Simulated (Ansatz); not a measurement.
One change: `COB(Br)Br` becomes `COB(O)Br`.

Ansatz, PBE0-D4/def2-TZVP geometries, multiplicity 1. Each molecule was computed in one conformer, which needn't be the lowest.

Scalar relativity is left out up to krypton.

| property | `COB(Br)Br` |
| --- | --- |
| HOMO–LUMO gap (B3LYP/def2-TZVPP) / eV | 7.14 |
| HOMO–LUMO gap (ωB97M-V/def2-TZVPP) / eV | 11.85 |
| HOMO energy (ωB97M-V/def2-TZVPP) / eV | -10.34 |
| LUMO energy (PBE0/def2-TZVPP) / eV | -0.55 |
| HOMO–LUMO gap (PBE/def2-TZVPP) / eV | 5.38 |
| LUMO energy (PBE/def2-TZVPP) / eV | -1.47 |

(1) What does the change do to each property? (An estimate is asked.)

Answers

(1) Ansatz gave: 
```tsv
property	`COB(O)Br`	shift
HOMO–LUMO gap (B3LYP/def2-TZVPP) / eV	8.59	1.45
HOMO–LUMO gap (ωB97M-V/def2-TZVPP) / eV	12.87	1.02
HOMO energy (ωB97M-V/def2-TZVPP) / eV	-10.75	-0.41
LUMO energy (PBE0/def2-TZVPP) / eV	0.74	1.29
HOMO–LUMO gap (PBE/def2-TZVPP) / eV	6.89	1.51
LUMO energy (PBE/def2-TZVPP) / eV	-0.24	1.23
```

With PBE0 the HOMO falls by 0.34 eV and the LUMO rises by 1.29 eV, so the gap widens by about 1.63 eV. PBE moves the HOMO by -0.28 eV and ωB97M-V by -0.41 eV.

B3LYP here is the variant with VWN-RPA as its local correlation; programs differ in this.

Spin–orbit coupling is left out; it splits and shifts lone-pair levels of the heavy atoms by tenths of an eV.
